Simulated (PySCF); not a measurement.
Predicted microwave data (PBE0-D3(BJ)/def2-SVP geometry optimisation, gas phase (PySCF)) for one isomer of C4H6BF:

* Rotational constants: A = 4678, B = 4071, C = 2239 MHz
* Dipole components: |μa| = 1.15 D, |μb| = 1.98 D, |μc| = 0.00 D
* Inertial defect: -6.47 u·Å²
* κ: 0.50

Question: Which structure is it? (One computed conformer of each.)
A. `[CH2:1]=[CH:2]/[CH:3]=[CH:4]\[BH:5][F:6]` with C1–C2–C3–C4 179°, C3–C4–B5–F6 -178°
B. `BC1=C(F)CC1`
C. `[CH2:1]=[C:2]=[CH:3][CH2:4][BH:5][F:6]` with C2–C3–C4–B5 -124°, C3–C4–B5–F6 164°

Answer: B. It is BC1=C(F)CC1, an asymmetric top, point group Cs. The candidates at the same level (rigid rotor, commonest isotopes):

| SMILES | A (MHz) | B (MHz) | C (MHz) | μa (D) | μb (D) | μc (D) | Δ (u·Å²) | point group | rotor |
| --- | --- | --- | --- | --- | --- | --- | --- | --- | --- |
| C=C/C=C\BF | 14877 | 1426 | 1301 | 2.27 | 0.40 | 0.00 | -0.04 | – | near-prolate asymmetric top |
| BC1=C(F)CC1 | 4678 | 4071 | 2239 | 1.15 | 1.98 | 0.00 | -6.47 | Cs | asymmetric top |
| C=C=CCBF | 14016 | 1298 | 1263 | 0.60 | 0.41 | 0.34 | -25.26 | C1 | near-prolate asymmetric top |

`C=C/C=C\BF` has A 218 % too high; `C=C=CCBF` has A 200 % too high. In the right answer the mirror of this Cs structure is the ab plane, so μc vanishes by symmetry. No structure here is proved a minimum.
